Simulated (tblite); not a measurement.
Compound: C₇H₁₀F₂Si.
SMILES with atom numbers: `[CH3:1][C@:2]1([SiH2:3][F:4])[CH:5]=[CH:6][C:7]([F:8])=[CH:9][CH2:10]1` (hydrogens: H11, H12, H13 on C1; H14, H15 on Si3; H16 on C5; H17 on C6; H18 on C9; H19, H20 on C10)

The geometry is computed with GFN2-xTB (gas phase).

Q: List the bond lengths, angles and torsions at this level.

A: 
| bond | length (pm) |
| --- | --- |
| C1–C2 | 153.1 |
| C2–Si3 | 192.6 |
| Si3–F4 | 161.4 |
| C2–C5 | 149.6 |
| C5=C6 | 133.3 |
| C6–C7 | 144.7 |
| C7–F8 | 135.4 |
| C7=C9 | 133.0 |
| C9–C10 | 149.9 |
| C2–C10 | 153.6 |
| C1–H11, C1–H12, C1–H13 | 108.9 |
| Si3–H14 | 145.0 |
| Si3–H15 | 145.4 |
| C5–H16 | 108.0 |
| C6–H17 | 107.8 |
| C9–H18 | 107.8 |
| C10–H19 | 110.0 |
| C10–H20 | 109.1 |

Bonds in one row agree within 1 pm and their mean is given. A selection of angles:
| angle | degrees |
| --- | --- |
| C2–C1–H11 | 110.5 |
| C2–C1–H13 | 111.1 |
| H11–C1–H12 | 108.2 |
| C1–C2–Si3 | 109.7 |
| C1–C2–C5 | 110.8 |
| C1–C2–C10 | 109.2 |
| Si3–C2–C5 | 106.8 |
| Si3–C2–C10 | 110.3 |
| C5–C2–C10 | 110.1 |
| C2–Si3–F4 | 106.1 |
| C2–Si3–H14 | 113.0 |
| C2–Si3–H15 | 111.2 |
| F4–Si3–H14 | 105.5 |
| F4–Si3–H15 | 105.0 |
| H14–Si3–H15 | 115.0 |
| C2–C5–C6 | 121.8 |
| C2–C5–H16 | 117.2 |
| C6–C5–H16 | 120.9 |
| C5–C6–C7 | 118.9 |
| C5–C6–H17 | 123.2 |
| C7–C6–H17 | 118.0 |
| C6–C7–F8 | 116.4 |
| C6–C7–C9 | 122.5 |
| F8–C7–C9 | 121.1 |
| C7–C9–C10 | 119.0 |
| C7–C9–H18 | 121.5 |
| C10–C9–H18 | 119.3 |
| C9–C10–H19 | 108.3 |
| C9–C10–H20 | 110.1 |
| C2–C10–C9 | 111.9 |
| C2–C10–H19 | 109.4 |
| C2–C10–H20 | 110.0 |
| H19–C10–H20 | 106.9 |

Torsions: C1–C2–Si3–F4 60° (synclinal); C1–C2–C5–C6 -154° (antiperiplanar); C2–C5–C6–C7 4° (synperiplanar); C5–C6–C7–F8 -167° (antiperiplanar); C6–C7–C9–C10 3° (synperiplanar); C7–C9–C10–C2 -32° (synclinal); C1–C2–C10–C9 167° (antiperiplanar).

Si3 (fluorine-bound silicon) is distorted tetrahedral (angles from 105.0° to 115.0°). The 6-membered ring C2–C5–C6–C7–C9–C10 has internal angles of 110.1° to 122.5° (sum 704°, against 720° for a flat polygon); it is puckered, 0.16 Å rms from its mean plane, widest ring torsion 45°. Of the pairs four or more bonds apart, Si3···C7 is among the closest relative to their van der Waals radii: 3.63 Å, 96 % of the sum of Bondi's values. The C–C distances run from 1.330 Å (C7=C9, drawn double) to 1.536 Å (C2–C10, drawn single), a spread of 0.206 Å.

Point group: C1 (no symmetry element, even within 0.4 Å). Its GFN2-xTB frequencies are all real (lowest 42 cm⁻¹). One conformer, not necessarily the lowest.

Hardware: one thread, Arm Neoverse V1 (aarch64), shared host. Cost: 0.93 s of wall time. These figures are those of the optimisation.
